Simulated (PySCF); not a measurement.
Stationary points of SbH2

Method: PBE0/[Sb def2-TZVP with ECP28, H def2-TZVP], scalar-relativistic core potentials, density fitting, no spin–orbit coupling, PySCF.

Relaxations began from a few typed shapes; open shells are unrestricted. The search is not exhaustive: other isomers or separated fragments can lie lower, and high-lying points may rest on an excited occupation.

| spin | group | bonds | angles | imaginary modes (cm⁻¹) | ΔE (kJ/mol) | ΔE with ZPE (kJ/mol) |
| --- | --- | --- | --- | --- | --- | --- |
| doublet | C2v | Sb–H 1.712 Å (×2) | H–Sb–H 90.3° | none | 0.0 | 0.0 |
| broken-symmetry Ms = 1/2 (⟨S²⟩ 1.79) | D∞h | Sb–H 1.914 Å (×2) | H–Sb–H 180.0° | 962i, 962i | 277.6 | – |

The lowest minimum found is the doublet C2v: Sb–H 1.712 Å (×2); H–Sb–H 90.3°.

For the lowest minimum: no spin–orbit coupling is included, which matters more the heavier the element.
